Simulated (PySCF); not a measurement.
Te(GeH3)2, SMILES [GeH3][Te][GeH3], singlet (B3LYP/def2-SVP optimised geometry):

```
9

Te    -1.233     1.598     0.000
Ge    -0.264     2.177    -2.336
H     -0.736     3.610    -2.650
H      1.278     2.121    -2.318
H     -0.799     1.200    -3.404
Ge    -0.310    -0.826     0.000
H     -0.835    -1.485     1.291
H     -0.822    -1.598    -1.233
H      1.233    -0.826     0.000
```

Level of theory: PySCF 2.14.0 with B3LYP/def2-TZVP, def2 effective core potentials past Kr.

Problem. What are the frontier orbital energies and the dipole moment?

Solution. HOMO-2 -8.28 eV, HOMO-1 -7.84 eV, HOMO -6.15 eV, LUMO -1.26 eV, LUMO+1 -0.98 eV; dipole moment 0.76 D.

On the same geometry PBE/def2-TZVP, def2 effective core potentials past Kr run with PySCF gives HOMO-2 -7.47 eV, HOMO-1 -7.06 eV, HOMO -5.36 eV, LUMO -1.81 eV, LUMO+1 -1.55 eV; dipole moment 0.73 D.
